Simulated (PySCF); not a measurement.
Atom-mapped SMILES (the numbers label the heavy atoms): `[CH3:1][O:2][SiH2:3][C:4]#[C:5][C:6]#[N:7]` (H(Xn): hydrogen on atom n).

Geometry: PBE0-D3(BJ)/def2-SVP; GIAO shifts from PySCF, gas phase, non-relativistic, averaged over equivalent atoms.

At PBE0/6-31G* (112 basis functions, 11 s wall time on 1 thread of an Arm Neoverse V1, shared host):
| atoms | δ (ppm) |
| --- | --- |
| C6 | 97.2 |
| C4 | 78.5 |
| C5 | 77.6 |
| C1 | 50.5 |
| O2 | -9.2 |
| Si3 | -19.4 |
| N7 | 267.0 |
| H(Si3) | 5.14 |
| H(C1) | 3.55 |

Shifts are taken against calculated references (same method and geometry level): 13C (σref 194.14) and 29Si (σref 418.09) and 1H (σref 31.96) vs TMS; 17O (σref 324.18) against H2O; 15N (σref 259.38) against NH3.

Question: Estimate the result of repeating the calculation with WP04/pcSseg-1.

Answer: 
```
 atoms  δ at WP04/pcSseg-1  change
    C6               105.6    +8.4
    C4                81.6    +3.1
    C5                78.0    +0.4
    C1                55.1    +4.6
    O2                -0.6    +8.6
   Si3               -53.0   -33.6
    N7               293.9   +26.9
H(Si3)                4.17   -0.97
 H(C1)                3.49   -0.06
```

δ = σ(ref) − σ, references computed at the same level: 13C (172.44 ppm), 29Si (338.69 ppm), 1H (31.56 ppm) vs TMS; 17O (317.54 ppm) vs H2O; NH3 for 15N (246.90 ppm).

The largest change is at Si3 (silicon bonded to C, O, 2 H). Cost: 151 basis functions, 15 s wall time on 1 thread of an Arm Neoverse V1, shared host. The order of the carbon signals is the same at both levels.

Experimental scales use liquid or dissolved standards, which lie at an offset from isolated NH3 (liquid NH3: subtract about 20 ppm) and H2O (liquid H2O: subtract about 36 ppm). Unscaled 15N shifts of sp2 nitrogen come out 20 to 40 ppm too high even then.
